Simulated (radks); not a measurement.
All-electron atom: Ga2.5+ in [Ar] 4s2 3d(up 4.5, down 4) (fractional occupations, a model configuration). Method: non-relativistic Kohn-Sham, PBE, spin-polarised, spherical densities, point nucleus; computed with a radial shooting solver on a logarithmic mesh with Libxc functionals. Some entries of the table are withheld. Estimate them.

orbital,occ.,eigenvalue (hartree),r(max) (bohr),<r^2> (bohr^2)
1s up,1,-372.4322,0.03261,0.003273
1s down,1,-372.4322,0.03261,0.003273
2s up,1,-46.90310,0.1858,0.05782
2s down,1,-46.88824,0.1858,0.05780
2p up,3,-41.73437,0.1479,0.04523
2p down,3,-41.72347,0.1479,0.04521
3s up,1,-6.78798,0.5710,0.4941
3s down,1,-6.76331,0.5711,0.4947
3p up,3,(1),0.5670,0.5296
3p down,3,(2),0.5672,0.5306
3d up,4.5,-2.19896,0.5208,0.6807
3d down,4,-2.17490,0.5215,0.6859
4s up,1,-1.27849,1.689,4.204
4s down,1,-1.27413,1.693,4.224

Answer. 
(1) 3p up eigenvalue (hartree): -5.10298
(2) 3p down eigenvalue (hartree): -5.07854
